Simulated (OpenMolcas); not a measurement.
## Mg+: effect of the active space

| Property | Result |
| --- | --- |
| Program | OpenMolcas 26.06 |
| Method | CASSCF or its RAS form |
| Basis | ANO-RCC-VTZP |
| Scalar Hamiltonian | DKH2, point nucleus |
| Spin-orbit coupling | RASSI with atomic mean-field integrals over the reference wave functions, term energies averaged over their components |

A. 1 electron in 4 orbitals (3s 3p); 2S+1 = 2 even, 1 root; 2S+1 = 2 odd, 3 roots; cost about 6 core-seconds
B. 1 electron in 8 orbitals (3s 3p 4s 4p); 2S+1 = 2 even, 1 root; 2S+1 = 2 odd, 3 roots; cost about 7 core-seconds
C. 1 electron in 9 orbitals (RAS2 3s 3p; RAS3 3d, at most 1 electron); 2S+1 = 2 even, 1 root; 2S+1 = 2 odd, 3 roots; cost of the order of 6 core-seconds

Energies in cm-1 above 3s 2S 1/2, the measured ground level; measured values from NIST Handbook of Basic Atomic Spectroscopic Data.

| Level | A | B | C | Measured |
| --- | --- | --- | --- | --- |
| 3s 2S 1/2 | 0.0 | 0.0 | 0.0 | 0.0 |
| 3p 2P* 1/2 | 34620 | 34620 | 34620 | 35669 |
| 3p 2P* 3/2 | 34690 | 34690 | 34690 | 35761 |

Deviations, from unrounded energies. A percentage is the sum of absolute deviations over the sum of measured energies, with the sign that they share, or ± where signs differ.

```tsv
Against measurement	Levels	A	B	C
mean absolute deviation (cm-1)	2	1100	1100	1100
other configurations (%)	2	-3.0	-3.0	-3.0
```

A, B, C lie about equally close to measurement. The largest miss of B in the table is 3p 2P* 3/2, by -1100 cm-1. The ranking rests on the paired levels alone, and a cruder setting can come out closer through cancelling errors.

Among A to C no level of the table moves by more than 5 cm-1.

ANO sets are built for ground and valence states and can reach diffuse excited orbitals poorly. With one active electron the reference holds no correlation, so core polarisation is missing. With one active electron outside closed inactive shells, the extra shells (4p 4s) add no correlation to the reference (holds for B). With one active electron outside closed inactive shells, the extra shells (3d) add no correlation to the reference (holds for C). Measured partners are found by configuration, term and J. A level has none where our copy of the source lacks it or the pairing is in doubt (some pairs that miss far off the trend of their configuration count as doubtful), and it then counts in no deviation. Only configurations of the active space appear.

* marks odd parity.
